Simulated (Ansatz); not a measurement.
System: BiF2, net charge 0, doublet state. It need not be the lowest isomer of its formula. 
Coordinates optimised at B3LYP-D3(BJ)/def2-TZVP (Ansatz, a first-principles code):
```xyz
3

Bi    -0.1218    -0.0876     0.1883
F     -0.3250     1.6223    -0.8748
F      1.4481    -0.8140    -0.8620
```
Charge 0, spin multiplicity 2.

Basis-set convergence of Hartree-Fock and CCSD(T) correlation energies (hartree) with Ansatz. Valence correlation only, unless marked. UHF or UKS for open shells. Spin-orbit coupling is left out. Frozen are the shells of the preceding noble gas and the d and f shells that filled before the atom's block. In def2 rows, elements after Kr have scalar-relativistic effective core potentials.

```csv
basis,functions,E(HF),"E(corr, CCSD(T))"
def2-SVPD,78,-412.31785,-0.49555
def2-TZVPPD,136,[?],[?]
```

### Question
Some entries are withheld; supply them.

### Answer

- def2-TZVPPD, E(HF): -412.56859
- def2-TZVPPD, E(corr, CCSD(T)): -0.63002
